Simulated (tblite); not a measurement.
Start geometry of `C=C(OC)[Si@]1(P)CCO1` from a force field or distance geometry (Å):
```
atom  x, y, z in Å
C1    -0.9174    1.1128    1.2499
C2    -0.7264    0.3423    0.1605
O3    -1.6618   -0.4846   -0.4108
C4    -2.9785   -0.5011    0.1420
Si5    0.9308    0.2893   -0.6682
P6     0.9954    1.5283   -2.4719
C7     1.7981   -1.3282   -0.7666
C8     2.5797   -0.7896    0.4702
O9     2.2297    0.6079    0.3195
H10   -1.8789    1.1695    1.7759
H11   -0.1366    1.7351    1.6630
H12   -3.5882   -1.2037   -0.4393
H13   -3.4521    0.4806    0.1097
H14   -2.9469   -0.8802    1.1775
H15   -0.2118    1.0874   -3.0457
H16    0.4324    2.6975   -1.8950
H17    2.4235   -1.4884   -1.6420
H18    1.2036   -2.2341   -0.5704
H19    3.6589   -0.9412    0.4207
H20    2.2413   -1.1889    1.4416
```

What comes out of this run: GFN2-xTB geometry optimisation, gas phase in tblite?

```
atom  x, y, z in Å
C1    -0.9655    0.0143    1.5903
C2    -0.8040    0.1561    0.2792
O3    -1.7947    0.3532   -0.6392
C4    -3.1237    0.4267   -0.1752
Si5    0.8637    0.1354   -0.6358
P6     0.6274    0.8797   -2.7394
C7     2.0592   -1.3268   -0.3209
C8     2.9161   -0.2588    0.3492
O9     2.0883    0.8936    0.1973
H10   -1.9192    0.0450    2.0896
H11   -0.1029   -0.1303    2.2127
H12   -3.7441    0.5756   -1.0573
H13   -3.2553    1.2681    0.5121
H14   -3.4173   -0.5008    0.3260
H15   -0.3935   -0.0054   -3.0272
H16   -0.2548    1.8769   -2.3707
H17    2.5276   -1.7796   -1.1872
H18    1.7288   -2.1052    0.3572
H19    3.8670   -0.0781   -0.1520
H20    3.0917   -0.4289    1.4119
```

The energy falls by 0.422 eV over 220 L-BFGS steps, the largest force on an atom goes from 2.08 to 0.009 eV/Å, and the atoms move by 1.038 Å rms after alignment. The bond that changes most is Si5–C7 (oxygen-bound silicon to sp3 carbon bound to silicon), which lengthens by 0.077 Å. Bonds longer at the end by more than 0.005 Å: 3 of 20; shorter: 13. Among the angles that change most is O3–C2–Si5, from 113.9° to 108.3°. Among the dihedrals that turn most is O3–C2–Si5–C7, from -58° to -129°. Rotational constants go from 1471, 868.7, 696.1 to 1548, 905.5, 639.9 MHz. The orientation of the end geometry is arbitrary; only internal coordinates are fixed.

Its GFN2-xTB frequencies are all real (lowest 23 cm⁻¹). One conformer, not necessarily the lowest. 2 starts were optimised and ended at 0.00 and 1.27 kcal/mol (GFN2-xTB); the lowest of these is shown.

The numbers are calculated, not measured.
